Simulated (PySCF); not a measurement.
Orbital picture of MnSe

BLYP at R = 2.194 Å; PySCF, spin-free X2C with a Gaussian nucleus, basis sets Mn x2c-TZVPPall, Se x2c-TZVPPall. State: ⁶Σ⁺ (sextet), unpaired electrons σ ↑, π ↑↑, δ ↑↑. Only the outer orbitals are listed, counted within each symmetry.

```csv
spin,orbital,occ.,ε (eV),on Mn (%),main shells (%)
α,13σ,1,-7.51,67,"63 Mn d, 30 Se p"
α,6π,1,-7.15,88,"88 Mn d, 12 Se p"
α,6π,1,-7.15,88,"88 Mn d, 12 Se p"
α,2δ,1,-7.01,100,100 Mn d
α,2δ,1,-7.01,100,100 Mn d
α,14σ,1,-6.03,76,"51 Mn s, 25 Mn d, 24 Se p"
α,7π,1,-4.72,21,"79 Se p, 11 Mn d, 10 Mn p"
α,7π,1,-4.72,21,"79 Se p, 11 Mn d, 10 Mn p"
α,15σ,0,-3.62,70,"32 Mn p, 30 Mn s, 30 Se p"
α,8π,0,-0.80,91,86 Mn p
α,8π,0,-0.80,91,86 Mn p
β,13σ,1,-6.55,28,"69 Se p, 14 Mn s, 14 Mn d"
β,6π,1,-5.31,30,"69 Se p, 27 Mn d"
β,6π,1,-5.31,30,"69 Se p, 27 Mn d"
β,14σ,0,-3.68,100,"59 Mn s, 38 Mn d"
β,2δ,0,-3.26,100,100 Mn d
β,2δ,0,-3.26,100,100 Mn d
```

Which are the highest filled and the lowest empty level, where do they sit, and how wide is the gap?

Highest filled α 7π at -4.72 eV (in %: 79 Se p, 11 Mn d, 10 Mn p); lowest empty β 14σ at -3.68 eV (in %: 59 Mn s, 38 Mn d); the gap at BLYP is 1.04 eV.

The bond order (Mayer) is 2.24 and the ⟨S²⟩ is 8.799. The charge on Mn (Mulliken, basis-dependent) is 0.38. The charge on Mn (Löwdin, basis-dependent) is -0.08 and the dipole moment (positive dipole means Mn(−)Se(+)) is -4.63 D.

Spin–orbit coupling is left out. With d or f electrons several states lie close, and the lowest PBE0 determinant need not be the measured ground state.
